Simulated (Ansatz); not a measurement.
Input and output for CH3BrFGa (`[CH3][Ga]([F])[Br]`).

```yaml
crystal:
  periodic: [false, false, false]
  atoms:
    - {symbol: C, position_ang: [0.017462, 0.998487, -0.021564]}
    - {symbol: Ga, position_ang: [0.038684, -0.940052, 0.083412]}
    - {symbol: F, position_ang: [1.197462, -1.772373, 1.099476]}
    - {symbol: Br, position_ang: [-1.328866, -2.383278, -1.026230]}
    - {symbol: H, position_ang: [-0.946552, 1.349226, -0.387313]}
    - {symbol: H, position_ang: [0.222690, 1.421759, 0.962012]}
    - {symbol: H, position_ang: [0.799129, 1.326232, -0.709794]}
basis:
  gaussian: {orbitals: def2-SVPD}
hamiltonian: {xc: {name: BHLYP}, dispersion: d3bjatm}
output: {forces: true}
```

```sh
$ ansatz run in.yaml --threads 4 --pin off --events-out ev --progress --plain --max-ram 10444MiB
```

Shortened log:

```
Functional definition: BHLYP
1411 factors; integrals over basis functions are off by at most 1.2e-3 eV
mean field evaluation 1: about -126204.9594 eV, gradient 5.0e1 eV
mean field evaluation 2: about -126203.7774 eV, gradient 6.0e1 eV
mean field evaluation 4: about -126209.7629 eV, gradient 1.7e0 eV
mean field evaluation 8: about -126209.8051 eV, gradient 1.3e-1 eV
mean field evaluation 16: about -126209.8052 eV, gradient 1.4e-5 eV
mean field -126209.80517431 eV, -4638.1247920774 hartree, gradient 1.5e-5 eV, S^2 0.000000; 0 other end points of the search recorded, 0 dependent functions left out
reference -126209.80535767 eV, -4638.1247988156 hartree; 42, 42 occupied and 104, 104 virtual orbitals, 1411 factors
Total energy: -126210.01025652 eV, -4638.1323287095 hartree
Atom 0 at     0.017462     0.998487    -0.021564 Å, force     0.010887    -0.086992     0.006159 eV/Å
Atom 1 at     0.038684    -0.940052     0.083412 Å, force    -0.002882     0.100504     0.002386 eV/Å
Atom 2 at     1.197462    -1.772373     1.099476 Å, force     0.042143    -0.016499     0.035220 eV/Å
Atom 3 at    -1.328866    -2.383278    -1.026230 Å, force    -0.051255    -0.059841    -0.045265 eV/Å
Atom 4 at    -0.946552     1.349226    -0.387313 Å, force    -0.001771     0.021371     0.000657 eV/Å
Atom 5 at     0.222690     1.421759     0.962012 Å, force     0.001428     0.021564     0.005356 eV/Å
Atom 6 at     0.799129     1.326232    -0.709794 Å, force     0.001450     0.019894    -0.004514 eV/Å
Dipole moment:    -0.115289     0.633989    -0.124657 e Å
```

Run time 1.6 s (4 threads of an INTEL XEON PLATINUM 8581C on a shared host); peak host memory 0.44 GiB.
